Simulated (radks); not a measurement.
All-electron atom: Ba+ in [Xe] 6s1 (the NIST ground configuration).

Calculated with a radial shooting solver on a logarithmic mesh with Libxc functionals: Dirac Kohn-Sham, PBE, spin-unpolarised, spherical densities, finite nucleus; Fermi nuclear charge, rms radius 4.8378 fm.

Energy parts (hartree):
| part | energy |
|---|---|
| total | -8138.7945 |
| kinetic | 8687.5615 |
| electron-nucleus | -19781.3827 |
| Hartree | 3153.0879 |
| exchange-correlation | -198.0613 |

Orbitals (lengths in bohr, moments of r in powers of bohr; <r^-3> diverges for s and p1/2):
[
 {"orbital": "1s1/2", "occ.": "2", "eigenvalue (hartree)": "-1368.244", "<r^-3>": "-"},
 {"orbital": "2s1/2", "occ.": "2", "eigenvalue (hartree)": "-216.3620", "<r^-3>": "-"},
 {"orbital": "2p1/2", "occ.": "2", "eigenvalue (hartree)": "-203.8252", "<r^-3>": "-"},
 {"orbital": "2p3/2", "occ.": "4", "eigenvalue (hartree)": "-189.7969", "<r^-3>": "6295"},
 {"orbital": "3s1/2", "occ.": "2", "eigenvalue (hartree)": "-45.83814", "<r^-3>": "-"},
 {"orbital": "3p1/2", "occ.": "2", "eigenvalue (hartree)": "-40.57519", "<r^-3>": "-"},
 {"orbital": "3p3/2", "occ.": "4", "eigenvalue (hartree)": "-37.86358", "<r^-3>": "1247"},
 {"orbital": "3d3/2", "occ.": "4", "eigenvalue (hartree)": "-28.62900", "<r^-3>": "202.6"},
 {"orbital": "3d5/2", "occ.": "6", "eigenvalue (hartree)": "-28.05099", "<r^-3>": "185.5"},
 {"orbital": "4s1/2", "occ.": "2", "eigenvalue (hartree)": "-9.16245", "<r^-3>": "-"},
 {"orbital": "4p1/2", "occ.": "2", "eigenvalue (hartree)": "-7.24913", "<r^-3>": "-"},
 {"orbital": "4p3/2", "occ.": "4", "eigenvalue (hartree)": "-6.68399", "<r^-3>": "260.7"},
 {"orbital": "4d3/2", "occ.": "4", "eigenvalue (hartree)": "-3.55898", "<r^-3>": "34.35"},
 {"orbital": "4d5/2", "occ.": "6", "eigenvalue (hartree)": "-3.46292", "<r^-3>": "31.18"},
 {"orbital": "5s1/2", "occ.": "2", "eigenvalue (hartree)": "-1.44401", "<r^-3>": "-"},
 {"orbital": "5p1/2", "occ.": "2", "eigenvalue (hartree)": "-0.94803", "<r^-3>": "-"},
 {"orbital": "5p3/2", "occ.": "4", "eigenvalue (hartree)": "-0.87137", "<r^-3>": "35.08"},
 {"orbital": "6s1/2", "occ.": "1", "eigenvalue (hartree)": "-0.27862", "<r^-3>": "-"}
]

The highest occupied level is 6s1/2 at -7.582 eV. The electron density at the nucleus is 3.228e+05 e/bohr^3. Summed over all electrons, <r^2> = 65.57 bohr^2, which gives a Langevin (diamagnetic) susceptibility term of -51.9 x 10^-6 cm^3/mol.
